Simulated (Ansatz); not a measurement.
CH8BGaSi, SMILES `[SiH3]B[CH2][GaH2]`, 12 atoms. Charge 0, multiplicity 1. Correlated methods include outer-core shells of Ga, which these sets cover unevenly. Scalar relativity is left out up to krypton. All runs use 4 threads of an Intel Xeon 6975P-C on a shared host. Correlated methods freeze the cores.

Q: How many basis functions does each run have, and how long does it take in Ansatz? direct RPA on PBE orbitals/def2-TZVPP energy; RHF-MP2/def2-QZVPP energy; RKS ωB97X-V/def2-TZVPP energy; RKS PBE0-D4/def2-TZVP frequencies; RHF-CCSD(T)/def2-SVP energy; RKS ωB97M-V/def2-TZVPP energy and forces; RKS PBE0-D4/def2-TZVPP energy; RKS r2SCAN0-D4/def2-TZVPP energy; RKS PBE0-D4/def2-QZVPP energy; RKS PBE0-D4/def2-TZVP relaxation (52 steps); RKS PBE0-D4/def2-SVP energy; RKS ωB97M-V/def2-SVP energy. (An estimate is asked.)

A: Computed: Other jobs shared the machine, so times are rough.

```csv
level,job,functions,wall time,peak host memory (GiB)
RKS PBE0-D4/def2-SVP,energy,118,0.85 s,0.28
RKS PBE0-D4/def2-TZVPP,energy,264,2 s,0.77
RKS r2SCAN0-D4/def2-TZVPP,energy,264,2.7 s,0.8
RKS ωB97M-V/def2-SVP,energy,118,2.8 s,0.41
RHF-CCSD(T)/def2-SVP,energy,118,3.4 s,0.61
direct RPA on PBE orbitals/def2-TZVPP,energy,264,3.5 s,0.68
RKS ωB97X-V/def2-TZVPP,energy,264,4.6 s,0.95
RKS PBE0-D4/def2-QZVPP,energy,513,6 s,2.2
RKS ωB97M-V/def2-TZVPP,energy and forces,264,6.5 s,1.1
RHF-MP2/def2-QZVPP,energy,513,15 s,3.6
RKS PBE0-D4/def2-TZVP,frequencies,195,93 s,0.61
RKS PBE0-D4/def2-TZVP,relaxation (52 steps),195,100 s,0.62
```
